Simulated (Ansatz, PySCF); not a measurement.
AuCl, triplet, at a GFN2-xTB geometry (such geometries of metal compounds can be far from the true shape) (the multiplicity is a formal guess) (core potentials on Au), with bond 2-1 at 1.8 times its length. Base run: CASSCF(2,4)/def2-SVP run with PySCF.

Here is a job for PySCF.
```python
from pyscf import gto, scf, mcscf
import numpy

mol = gto.M(
    atom='''
Au   -0.00000000   -0.00000000   -0.49312398
Cl    0.00000000    0.00000000    4.51933622
''',
    basis='def2-svp',
    ecp={'Au': 'def2-svp'},
    spin=2,
    verbose=4,
)

mf = scf.ROHF(mol)
mf.kernel()
mc = mcscf.CASSCF(mf, 4, 2)
mc.fix_spin_(ss=2.0)
mc.kernel()
occ = numpy.linalg.eigvalsh(mc.fcisolver.make_rdm1(mc.ci, mc.ncas, mc.nelecas))[::-1]
ss = mc.fcisolver.spin_square(mc.ci, mc.ncas, mc.nelecas)[0]
print('natural occupations', occ.round(4), ' <S^2>', round(ss, 4))
```

Programs used: Ansatz (an electronic-structure program), PySCF; a row that names a program was run with it.

Each row names what was changed in the base input (with any setting that the change needs).

```json
[
 {"change": "base", "ΔE vs base (mEh)": "0.000", "natural occupations": "1.00 1.00 0.00 0.00", "<S^2> of the state": "2.00"},
 {"change": "active space = 4 electrons, 5 orbitals", "ΔE vs base (mEh)": "-8.588", "natural occupations": "1.99 1.00 1.00 0.00 0.00", "<S^2> of the state": "2.00"},
 {"change": "active space = 10 electrons, 9 orbitals", "ΔE vs base (mEh)": "-40.708", "natural occupations": "2.00 1.99 1.99 1.99 1.00 1.00 0.01 0.01 0.01", "<S^2> of the state": "2.00"},
 {"change": "active space = 4 electrons, 6 orbitals", "ΔE vs base (mEh)": "-11.268", "natural occupations": "1.99 1.00 1.00 0.00 0.00 0.00", "<S^2> of the state": "2.00"},
 {"change": "code = ansatz; correction = SC-NEVPT2, all electrons", "ΔE vs base (mEh)": "-459.6", "natural occupations": "-", "<S^2> of the state": "-"},
 {"change": "orbitals = fixed (CASCI)", "ΔE vs base (mEh)": "0.000", "natural occupations": "1.00 1.00 0.00 0.00", "<S^2> of the state": "2.00"},
 {"change": "code = ansatz", "ΔE vs base (mEh)": "-0.009", "natural occupations": "-", "<S^2> of the state": "-"},
 {"change": "fix_spin_ = off", "ΔE vs base (mEh)": "0.000", "natural occupations": "1.00 1.00 0.00 0.00", "<S^2> of the state": "2.00"},
 {"change": "state_average = 2 states", "ΔE vs base (mEh)": "0.961", "natural occupations": "-", "<S^2> of the state": "-"},
 {"change": "orbitals = fixed (CASCI); correction = SC-NEVPT2", "ΔE vs base (mEh)": "-453.9", "natural occupations": "1.00 1.00 0.00 0.00", "<S^2> of the state": "2.00"},
 {"change": "correction = SC-NEVPT2", "ΔE vs base (mEh)": "-453.9", "natural occupations": "1.00 1.00 0.00 0.00", "<S^2> of the state": "2.00"}
]
```

Active orbitals are taken around the Fermi level unless the row says otherwise; CASSCF can end in different local minima, and two programs can end on different orbitals. State-averaged rows give the lowest state.

Open shells are given as the SCF converged; they aren't shown to be the lowest states, and a large step between rows can be another state.

Ansatz warned in this series: the state or the total is in doubt.
